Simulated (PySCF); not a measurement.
Molfile (atoms numbered from 1):
```
C3H3F2NSi
     RDKit          3D

 10 10  0  0  0  0  0  0  0  0999 V2000
   -2.0387    0.8760    1.7901 N   0  0  0  0  0  0  0  0  0  0  0  0
   -1.1861    0.8177    1.0269 C   0  0  0  0  0  0  0  0  0  0  0  0
   -0.0946    0.6951    0.1341 C   0  0  1  0  0  0  0  0  0  0  0  0
    0.4351    1.9055   -0.2580 F   0  0  0  0  0  0  0  0  0  0  0  0
    1.1283   -0.8022    0.2698 Si  0  0  0  0  0  4  0  0  0  0  0  0
   -0.1750   -0.3162   -1.0252 C   0  0  1  0  0  0  0  0  0  0  0  0
   -1.3409   -1.0185   -1.1216 F   0  0  0  0  0  0  0  0  0  0  0  0
    0.7202   -1.7997    1.2320 H   0  0  0  0  0  0  0  0  0  0  0  0
    2.4910   -0.4619   -0.0750 H   0  0  0  0  0  0  0  0  0  0  0  0
    0.0696    0.1089   -1.9958 H   0  0  0  0  0  0  0  0  0  0  0  0
  1  2  3  0
  2  3  1  0
  3  4  1  6
  3  5  1  0
  5  6  1  0
  6  7  1  0
  6  3  1  0
  5  8  1  0
  5  9  1  0
  6 10  1  6
M  END
```

PySCF calculation with coordinates at the GFN2-xTB level and σ from GIAO-PBE0/pcSseg-1; single conformer, no solvent, non-relativistic Hamiltonian.

δ = σ(ref) − σ, references computed at the same level: ¹³C (186.93 ppm), ¹H (31.72 ppm), ²⁹Si (349.16 ppm) vs TMS; ¹⁵N (267.73 ppm) against NH3; CFCl3 for ¹⁹F (170.95 ppm).

```csv
atoms,nucleus,count,δ (ppm)
C6,¹³C,1,83.9
F4,¹⁹F,1,?
Si5,²⁹Si,1,-113.3
C2,¹³C,1,119.0
N1,¹⁵N,1,335.7
H8,¹H,1,?
F7,¹⁹F,1,-257.2
C3,¹³C,1,72.9
H10,¹H,1,?
H9,¹H,1,3.45
```

Problem. Fill in the missing shifts.

Solution. 
- H10: 5.58 ppm, hydrogen on a three-membered-ring carbon; its carbon carries F, which withdraws density
- H8: 3.64 ppm, hydrogen on a silicon bonded to 2 C, in a 3-membered ring
- F4: -236.2 ppm, fluorine on an sp3 carbon

Shifts are as computed. Against solution values, carbons near 30 ppm lie about +3 ppm off and those near 130 ppm about +5 ppm. Of 1211 compounds with measured shifts, 218 miss one by over three times the rms of a fit or turn the order of signals round; such compounds aren't used in these exercises. Unscaled 19F shifts against computed CFCl3 carry errors that often reach 10 to 50 ppm. Experimental scales use liquid or dissolved standards, which lie at an offset from isolated NH3 (liquid NH3: subtract about 20 ppm). Unscaled 15N shifts of sp2 nitrogen come out 20 to 40 ppm too high even then.
